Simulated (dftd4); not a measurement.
Cl$_{4}$Fe (SMILES [Cl][Fe-]([Cl])([Cl])[Cl]), charge -1, sextet, at a GFN2-xTB geometry (such geometries of metal compounds can be far from the true shape); D4 for blyp run with dftd4 4.2.0.

Input for dftd4:
```
$ dftd4 mol.xyz --func blyp --charge -1 --json dftd4.json --noedisp

# file mol.xyz
5

Fe    -0.00000000    -0.00000000    -0.00000000
Cl     1.71855113    -0.56358205    -1.20848796
Cl     0.65566275     0.46239914     2.02182572
Cl    -0.95592471     1.74942799    -0.87016982
Cl    -1.41828916    -1.64824508     0.05683206
```

Output, abridged:

```
                    ____  _____ _____     ____  _  _
      -------------|  _ \|  ___|_   _|---|  _ \| || |------------
     |             | | | | |_    | | ___ | | | | || |_           |
     |             | |_| |  _|   | ||___|| |_| |__   _|          |
     |             |____/|_|     |_|     |____/   |_|            |
     |             ===================================           |
     |            E. Caldeweyher, S. Ehlert & S. Grimme          |
     |          Mulliken Center for Theoretical Chemistry        |
     |                    University of Bonn                     |
      -----------------------------------------------------------

Rational (Becke-Johnson) damping: blyp-D4-ATM
---------------------
  s6         1.0000
  s8         2.3408
  s9         1.0000
  a1         0.4449
  a2         4.0933
 alp        16.0000
--------------------

Dispersion energy:      -1.9286688741464E-02 Eh

[Info] JSON dump of results written to 'dftd4.json'
```
